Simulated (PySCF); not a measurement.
Working out the ionisation energy of Tc

Tc [Kr] 4d5 5s2 (6S) → Tc⁺ [Kr] 4d5 5s1 (7S). Calculation: PySCF 2.14, in aug-cc-pVTZ-PP with ECP28MDF; a scalar-relativistic core potential. Frozen: 4s2 4p6. Energies in hartree (1 hartree = 27.21139 eV):

```json
{"part": "UHF", "Tc (lower)": "-79.849234", "Tc⁺ (upper)": "-79.645797"}
{"part": "MP2 opposite-spin", "Tc (lower)": "-0.045903", "Tc⁺ (upper)": "0.000000"}
{"part": "MP2 same-spin", "Tc (lower)": "-0.079768", "Tc⁺ (upper)": "-0.080961"}
```

Q: What does Hartree-Fock give?

A: (-79.645797) − (-79.849234) = 0.203437 hartree = 5.536 eV.

Q: What do MP2 and SCS-MP2 (6/5 opposite-spin, 1/3 same-spin) give?

A: The opposite-spin parts differ by 1.249 eV and the same-spin parts by -0.032 eV. MP2: 5.536 + (1.249) + (-0.032) = 6.753 eV. SCS-MP2: 5.536 + 1.2 × (1.249) + (-0.032)/3 = 7.024 eV.

Measured between the centres of the two terms (NIST): 7.119 eV, so MP2 (valence) is off by -0.366 eV.

What remains against the reference includes basis incompleteness, the frozen core and correlation beyond second order.
